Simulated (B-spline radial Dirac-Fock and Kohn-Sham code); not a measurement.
## Dipole and non-dipole photoemission parameters of V 2p1/2

System: atomic vanadium, 1s2 2s2 2p6 3s2 3p6 3d3 4s2; threshold 519.8 eV (tabulated edge). Level of theory: Dirac-Hartree-Slater photoionisation with a Latter tail; cross sections with all multipoles, angular parameters from the dipole term and its interference with E2; a radial B-spline solver.

Input of the calculation (task.json; shells as n, l, electrons):

```json
{"items": [{
  "Z": 23,
  "q": 0,
  "cfg": [[1, 0, 2], [2, 0, 2], [2, 1, 6], [3, 0, 2], [3, 1, 6], [3, 2, 3], [4, 0, 2]],
  "A": 51,
  "rrms": 3.6002,
  "do": "xps",
  "hv": [80, 83.0, 83.4, 94.5, 100, 113.0, 125.0, 148.0, 214.0, 264.0, 275.0, 366.0, 369.0, 371.0, 400, 771.0, 919.0, 1090.0, 1170.0, 1486.9, 1620.0, 2000, 2800.0, 3420.0, 4000, 5990.0, 6220.0, 7140.0, 9251.7, 15000],
  "edges": {"K": 5465.0, "L1": 626.7, "L2": 519.8, "L3": 512.1, "M1": 66.3}
}]}
```

Run with: `python xray2_run.py task.json out`

For linearly polarised light dσ/dΩ = σ/(4π) [1 + β P₂(cos θ) + (δ + γ cos²θ) sin θ cos φ], with θ from the polarisation vector and φ the angle between the beam and the projection of the electron momentum on the plane normal to the polarisation.

| hν (eV) | σ (kb) | β | γ | δ |
| --- | --- | --- | --- | --- |
| 771 | 248 | 1.391 | 0.025 | 0.016 |
| 919 | 160 | 1.449 | 0.125 | 0.019 |
| 1090 | 102 | 1.461 | 0.226 | 0.023 |
| 1170 | 84.7 | 1.458 | 0.268 | 0.024 |
| 1486.9 | 43.6 | 1.423 | 0.414 | 0.031 |
| 1620 | 34.1 | 1.402 | 0.465 | 0.034 |
| 2000 | 18.5 | 1.341 | 0.588 | 0.043 |
| 2800 | 6.69 | 1.214 | 0.777 | 0.064 |
| 3420 | 3.58 | 1.127 | 0.880 | 0.080 |
| 4000 | 2.17 | 1.055 | 0.957 | 0.096 |
| 5990 | 0.576 | 0.865 | 1.140 | 0.148 |
| 6220 | ? | ? | ? | ? |
| 7140 | 0.318 | 0.783 | 1.213 | 0.176 |
| 9251.7 | 0.130 | 0.667 | 1.317 | 0.224 |
| 15000 | 0.0233 | 0.474 | 1.495 | 0.337 |

Problem. Give the values at 6220 eV.

Solution. σ = 0.507 kb, β = 0.847, γ = 1.156, δ = 0.153.
